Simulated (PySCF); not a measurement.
Another site gives an ion 67524.75 eV lower (`O[SiH2]Br`) at the level CAM-B3LYP-D3(BJ)/def2-TZVPD (PySCF).

Excitations are Tamm–Dancoff values on a coarser integration grid.

Cartesian coordinates (Å):
```xyz
7

N      2.5636    -0.2546    -0.1024
C      1.4183    -0.2968    -0.0768
Si    -0.4370    -0.3528    -0.0125
O     -1.0476     1.1295    -0.3007
H     -0.7715    -0.8700     1.3247
H     -0.8980    -1.2343    -1.0889
H     -0.8277     1.8788     0.2567
```
Charge 0, spin multiplicity 1.

Problem. Estimate the total energy, S1 excitation (TDA), HOMO–LUMO gap, HOMO and dipole moment that CAM-B3LYP-D3(BJ)/def2-TZVPD in PySCF 2.14.0 returns for this input.

Solution. 
```
Property                   Result
-------------------  ------------
total energy         -459.4383 Ha
S1 excitation (TDA)       6.86 eV
HOMO–LUMO gap            10.78 eV
HOMO                    -11.09 eV
dipole moment           0.662 e·Å
```
